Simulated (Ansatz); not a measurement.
One change: `BCI` becomes `BCCl`.

Ansatz, PBE0-D4/def2-TZVP geometries, multiplicity 1. 

Elements past krypton have def2 core potentials.

| property | `BCI` |
| --- | --- |
| HOMO energy (ωB97M-V/def2-TZVPP) / eV | -9.96 |
| LUMO energy (PBE/def2-TZVPP) / eV | -2.42 |
| HOMO–LUMO gap (B3LYP/def2-TZVPP) / eV | 5.80 |
| HOMO energy (PBE0/def2-TZVPP) / eV | -7.79 |
| size of the dipole moment (ωB97M-V/def2-TZVPP) / D | 1.42 |
| ideal-gas entropy at 298 K and 1 bar (rigid rotor, harmonic PBE0-D4/def2-TZVP) / J/(mol·K) | 290 |

Question: Give the same properties after the change, and the shifts. (An estimate is asked.)

Answer: The calculation gave: 
| property | `BCCl` | shift |
| --- | --- | --- |
| HOMO energy (ωB97M-V/def2-TZVPP) / eV | -10.51 | -0.55 |
| LUMO energy (PBE/def2-TZVPP) / eV | -2.83 | -0.41 |
| HOMO–LUMO gap (B3LYP/def2-TZVPP) / eV | 5.91 | 0.11 |
| HOMO energy (PBE0/def2-TZVPP) / eV | -8.20 | -0.41 |
| size of the dipole moment (ωB97M-V/def2-TZVPP) / D | 1.81 | 0.39 |
| ideal-gas entropy at 298 K and 1 bar (rigid rotor, harmonic PBE0-D4/def2-TZVP) / J/(mol·K) | 280 | -10 |

With PBE0 the HOMO falls by 0.41 eV and the LUMO falls by 0.30 eV, so the gap widens by about 0.11 eV. PBE moves the HOMO by -0.14 eV and ωB97M-V by -0.55 eV. Dipoles are sizes alone; their direction can turn.

B3LYP here is the variant with VWN-RPA as its local correlation; programs differ in this.

Spin–orbit coupling is left out; it splits and shifts lone-pair levels of the heavy atoms by tenths of an eV.
